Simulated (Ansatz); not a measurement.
Consider the formal loss of a carbene: `C[Si](C)(N)O` → `[CH2]` (triplet) + `C[SiH](N)O`.

Gas-phase electronic energies from Ansatz, PBE0-D4/def2-TZVP geometries. CCSD(T)/CBS adds triple-zeta CCSD(T) − MP2 to the extrapolated MP2 energy (def2 sets, frozen cores). This one scheme is used for every species. DFT in def2-TZVPP. Triplets are unrestricted, without spin–orbit coupling. Each species was taken in one conformer, which may not be the lowest.

| level | ΔE (kcal/mol) |
| --- | --- |
| PBE-D4 | 117.2 |
| PBE0-D4 | 115.3 |
| ωB97M-V | 116.8 |
| r2SCAN | 110.5 |
| MP2/def2-TZVPP | 116.3 |
| MP2/def2-QZVPP | 117.9 |
| SCS-MP2/def2-QZVPP | 117.5 |
| CCSD/CBS(def2) | 113.0 |

What does CCSD(T)/CBS give? (Best estimate.)

The calculation gave: +115.8 kcal/mol. The listed levels differ from it by 1.4, -0.5, 1.0, -5.3, 0.5, 2.1, 1.7, -2.8 kcal/mol.

Largest T1 diagnostic among the species: 0.011.

In def2-TZVPP, CCSD(T) changes the Hartree–Fock value by +33.8 kcal/mol (the triples alone add +2.8 kcal/mol) and MP2 by +37.2 kcal/mol. From PBE to PBE0 (25 % exact exchange), in def2-TZVPP and without D4, ΔE moves by −1.6 kcal/mol. The D4 term adds +3.0 kcal/mol with B3LYP and +1.7 kcal/mol with PBE0; it sums over pairs of atoms, weighted by their polarisabilities, and B3LYP, whose exchange is more repulsive, gets the larger term.

B3LYP here is the variant with VWN-RPA as its local correlation; programs differ in this.
